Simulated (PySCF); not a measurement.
Computed XPS line lists of a few unrelated compounds.

Theory: delta-SCF UKS SCAN, pcX-2 on the ionised atom, pcseg-1 elsewhere, spin-free X2C in PySCF 2.14.0. Geometries: PBE0-D3(BJ)/def2-SVP; isolated species, one conformer each.

Line lists (1s up to Mg, 2p3/2 beyond; areas count atoms within a level, one atom standing for each set equivalent by bonding):
1. B 1s: 196.72 eV; C 1s: 290.31 (area 1), 290.74 (area 1), 292.48 (area 2), 292.84 (area 1) eV; O 1s: 538.48 eV; F 1s: 692.29 eV
2. C 1s: 292.63 (area 1), 297.22 (area 1) eV; O 1s: 538.40 eV; F 1s: 693.65 eV; Si 2p3/2: 106.92 (area 1), 107.50 (area 1) eV
3. C 1s: 293.77 eV; O 1s: 538.91 eV; F 1s: 692.76 eV; Si 2p3/2: 108.56 eV

Structures:
A. `F[C@@H]1C[C@@H]1B1OCCO1`
B. `F[SiH2]C=O`
C. `C(F)(F)([Si@@H](OC)[SiH3])F`

Task: Match each list to its structure.

Result: 
- 1 = A: no other candidate has this set of levels. B 1s: 196.72 three-coordinate boron; C 1s: 290.31 sp3 carbon bound to boron, 290.74 three-membered-ring carbon, 292.48 sp3 carbon bound to oxygen (×2), 292.84 sp3 C–F carbon; O 1s: 538.48 boron-bound oxygen (×2); F 1s: 692.29 alkyl fluorine.
- 2 = C: no other candidate has these counts of sites. C 1s: 292.63 methoxy carbon, 297.22 CF3 carbon; O 1s: 538.40 silyl ether oxygen; F 1s: 693.65 fluorine of a CF3 group (×3); Si 2p3/2: 106.92 SiH3 silicon, 107.50 oxygen-bound silicon.
- 3 = B: no other candidate has these counts of sites. C 1s: 293.77 carbonyl carbon; O 1s: 538.91 carbonyl oxygen; F 1s: 692.76 silicon-bound fluorine; Si 2p3/2: 108.56 fluorine-bound silicon.

Spin–orbit coupling isn't in the SCF: each 2p doublet comes from a relaxed spin-free hole plus a matrix of the shell (mean-field spin–orbit coupling and the ground-state 2p splitting), with 2p3/2 averaged over its two sublevels. 1 of these hole states is spin-contaminated (⟨S²⟩ 0.89, against 0.75; counted from 0.85) and less certain.
